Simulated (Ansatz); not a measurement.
Abstraction of Br: C2H5BrMg + CClF2 → C2H5Mg + CBrClF2

Species: C2H5BrMg `C[CH2][Mg][Br]`, singlet; CClF2 `F[C](F)Cl`, doublet; C2H5Mg `C[CH2][Mg]`, doublet; CBrClF2 `FC(F)(Cl)Br`, singlet. A radical takes Br: the energy is the difference in strength between the Mg–Br bond broken and the C–Br bond made.

Shapes, held fixed at every level: PBE0-D4/def2-TZVP. Programs: Ansatz 0.2.0. The zero-point and thermal change to 298 K, harmonic and unscaled (PBE0-D4/def2-TZVP), is -0.9 kJ/mol.

Estimate ΔH(298 K) of this reaction.

The highest level, CCSD(T)/def2-TZVPP, gives ΔH(298 K) = +142.3 kJ/mol; the levels span +103.1 to +166.0. The column of differences is taken from that level and isn't an error. No measured value is set beside it here. Open shells run unrestricted. Relativity is left out for Br. Outer-core shells of Br, Mg are correlated, in sets that cover them unevenly.

| level | kind | ΔH(298 K) (kJ/mol) | less CCSD(T)/def2-TZVPP |
| --- | --- | --- | --- |
| SPW92/def2-TZVPP | LDA | +103.1 | -39.2 |
| r2SCAN-D4/def2-TZVPP | meta-GGA | +150.5 | +8.2 |
| BHLYP-D4/def2-TZVPP | global hybrid | +158.9 | +16.6 |
| r2SCAN0-D4/def2-TZVPP | global hybrid | +159.3 | +17.0 |
| wB97X-V/def2-TZVPP | range-separated hybrid | +152.1 | +9.8 |
| CCSD(T)/def2-SVP | coupled cluster or CI | +158.3 | +16.0 |
| CCSD/def2-SVP | coupled cluster or CI | +166.0 | +23.7 |
| CCSD(T)/def2-TZVPP | coupled cluster or CI | +142.3 | 0.0 |
